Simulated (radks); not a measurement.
Results of a calculation; reference values are marked as such.
The lanthanum ion La2+ inside a hard spherical wall (all orbitals vanish at R), configuration held at [Xe] 5d1 and not refilled when levels cross. Level of theory: scalar-relativistic Kohn-Sham, PBEsol, spin-polarised, spherical densities, point nucleus; open shells are filled with parallel spins first (spin-orbit coupling, left out, can overturn this in heavy ions) (a radial shooting solver on a logarithmic mesh with Libxc functionals). Eigenvalues in eV for spin up, with the zero of energy where the potential of the charges vanishes at infinity; a dash marks a level that is unbound or too diffuse for the functional's potential to be trusted. A positive occupied level is held by the wall or, in an anion where self-interaction has pushed it up, behind a barrier. The pressure on the wall is -dE/dV.

R (bohr),E (hartree),kinetic (hartree),e(4d),e(5s),e(5p),"e(4f, empty)",e(5d),"e(6s, empty)",pressure (GPa)
free,-8489.3920,8979.568,-116.50,-51.719,-35.159,-17.088,-14.991,-13.651,0
20,-8489.3920,8979.568,-116.50,-51.719,-35.159,-17.088,-14.991,-13.651,< 0.0001
8,-8489.3918,8979.570,-116.48,-51.704,-35.144,-17.071,-14.973,-13.567,0.0148
7,-8489.3908,8979.579,-116.43,-51.662,-35.106,-17.027,-14.918,-13.334,0.0916
6,-8489.3863,8979.614,-116.28,-51.532,-34.986,-16.881,-14.711,-12.554,0.581
5,-8489.3638,8979.768,-115.78,-51.129,-34.603,-16.408,-13.959,-10.011,4.38
3.5,-8488.9331,8982.430,-110.97,-47.468,-30.595,-11.868,-6.869,10.048,182
3,-8488.0554,8987.063,-105.02,-42.561,-24.752,-6.167,2.198,33.383,764
1.5,-8434.0377,9177.014,-5.782,134.34,177.37,103.58,242.58,553.42,174000
